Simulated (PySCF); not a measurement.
RuO₃: from structure and modes to constants

Computed with PBE0 in PySCF with Ru def2-TZVP with ECP28, O def2-TZVP; scalar-relativistic core potentials, no spin–orbit coupling; density-fitted integrals.

The singlet minimum has D3h symmetry. Masses (u): Ru 101.90435, O 15.99492.

```xyz
4
charge 0 multiplicity 1, angstrom
Ru    0.0000    0.0000    0.0000
O     1.6601    0.0000    0.0000
O    -0.8300    1.4377    0.0000
O    -0.8300   -1.4377    0.0000
```

Harmonic wavenumbers (cm⁻¹): 104.3 (a2'', ×1), 320.0 (e', ×2), 1009.1 (e', ×2), 1029.3 (a1', ×1).

Question: What is the harmonic zero-point energy?

Answer: Half the sum of all 6 wavenumbers, 3792/2 = 1896 cm⁻¹, which is 22.7 kJ/mol (1 cm⁻¹ = 0.0119627 kJ/mol).

Question: Give the standard entropy (298.15 K, 1 bar) by its translational, rotational, vibrational and spin parts, and Cp.

Answer: Sackur–Tetrode with M = 149.89 u gives 171.3; rotation with symmetry number 6 gives 88.8; vibration 26.2; spin R ln 1 = 0.0. The total is 286.3 J/(mol K), and Cp = 4 R + 26.3 = 59.6 J/(mol K).

Only a few start shapes were tried, so a lower isomer may exist.
